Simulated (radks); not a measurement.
Neutral rubidium inside a hard spherical wall (all orbitals vanish at R), configuration held at [Kr] 5s1 and not refilled when levels cross. Calculated with a radial shooting solver on a logarithmic mesh with Libxc functionals: scalar-relativistic Kohn-Sham, PBEsol, spin-unpolarised, spherical densities, point nucleus. Eigenvalues in eV, with the zero of energy where the potential of the charges vanishes at infinity; a dash marks a level that is unbound or too diffuse for the functional's potential to be trusted. A positive occupied level is held by the wall or, in an anion where self-interaction has pushed it up, behind a barrier. The pressure on the wall is -dE/dV.

R (bohr) = free: E (hartree) -2979.34332; kinetic (hartree) 3051.073; e(3d) -103.99; e(4s) -31.906; e(4p) -15.978; e(5s) -2.222; e(5p, empty) -0.737; e(6s, empty) -; pressure (GPa) 0
R (bohr) = 10: E (hartree) -2979.33727; kinetic (hartree) 3051.108; e(3d) -103.61; e(4s) -31.535; e(4p) -15.616; e(5s) -1.885; e(5p, empty) 0.063; e(6s, empty) 3.843; pressure (GPa) 0.0983
R (bohr) = 7: E (hartree) -2979.29485; kinetic (hartree) 3051.264; e(3d) -102.61; e(4s) -30.568; e(4p) -14.686; e(5s) -0.277; e(5p, empty) 2.870; e(6s, empty) 12.708; pressure (GPa) 1.66
R (bohr) = 6: E (hartree) -2979.24156; kinetic (hartree) 3051.442; e(3d) -101.87; e(4s) -29.898; e(4p) -14.052; e(5s) 1.463; e(5p, empty) 5.588; e(6s, empty) 20.443; pressure (GPa) 5.14
R (bohr) = 3: E (hartree) -2976.83059; kinetic (hartree) 3060.177; e(3d) -84.800; e(4s) -16.991; e(4p) -0.229; e(5s) 49.203; e(5p, empty) 63.539; e(6s, empty) 152.46; pressure (GPa) 1000
R (bohr) = 2.5: E (hartree) -2973.61755; kinetic (hartree) 3070.664; e(3d) -70.974; e(4s) -5.115; e(4p) 13.552; e(5s) 94.222; e(5p, empty) 112.61; e(6s, empty) 252.63; pressure (GPa) 3780
R (bohr) = 2: E (hartree) -2964.54198; kinetic (hartree) 3097.383; e(3d) -45.577; e(4s) 23.763; e(4p) 46.806; e(5s) 195.95; e(5p, empty) 219.13; e(6s, empty) 461.17; pressure (GPa) 17800
